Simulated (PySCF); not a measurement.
A structure optimised at PBE-D3(BJ)/def2-SVP, used in a PySCF frequency run:

```xyz
12

Mg     1.7014    -0.0224     0.0000
H      3.3888    -0.3665     0.0000
C     -0.3995     0.3916     0.0000
C     -1.0958    -0.1302     1.2672
C     -1.0958    -0.1302    -1.2672
H     -0.4868     1.5043     0.0000
H     -2.1865     0.1131     1.2740
H     -1.0302    -1.2375     1.3576
H     -0.6696     0.2961     2.2009
H     -0.6696     0.2961    -2.2009
H     -2.1865     0.1131    -1.2740
H     -1.0302    -1.2375    -1.3576
```
Charge 0, spin multiplicity 1.

Write its SMILES, formula and point group.

C[CH](C)[MgH], C3H8Mg, Cs

What are its rotational constants (standard atomic weights)?

7.9849, 3.7951, 2.7994 GHz
